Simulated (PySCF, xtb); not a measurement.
ZnHCl, SMILES [Cl][ZnH].

GFN2-xTB in xtb at its own geometry gives an orbital gap of 6.79 eV and a dipole moment of 2.27 D.

The structure is a stationary point at PBE-D3(BJ)/def2-TZVP.

**Question.** What does ωB97X/def2-TZVPD run with PySCF give? (The exact figures need the calculation; the answer reports its results.)

**Answer.** gap 12.22 eV (levels -11.39 and 0.83 eV), dipole 1.84 D.
